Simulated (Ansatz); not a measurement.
Cartesian coordinates in Å:
```
C -0.560 -1.450 -0.891
C -1.172 -0.375 -0.413
C -0.527 0.763 0.313
Si 1.328 0.658 0.602
H 0.510 -1.603 -0.790
H -1.112 -2.226 -1.408
H -2.249 -0.292 -0.553
H -1.009 0.893 1.291
H -0.730 1.700 -0.220
H 1.683 -0.534 1.419
H 1.762 1.878 1.333
H 2.075 0.587 -0.682
```

Charge 0, multiplicity 1.

(1) List the r2SCAN/def2-TZVPP orbital energies in eV (Ansatz). (Estimate.)

## Answers

(1) Ansatz gave: Occupied: -1790.72, -273.40, -273.10, -272.90, -141.21, -96.06, -96.06, -96.05, -20.73, -18.00, -14.61, -13.00, -12.04, -10.93, -10.55, -9.10, -8.45, -8.45, -7.78, -6.67. Lowest empty: -0.54, 0.54, 1.00, 1.30, 1.70, 1.86, 2.52, 3.02.
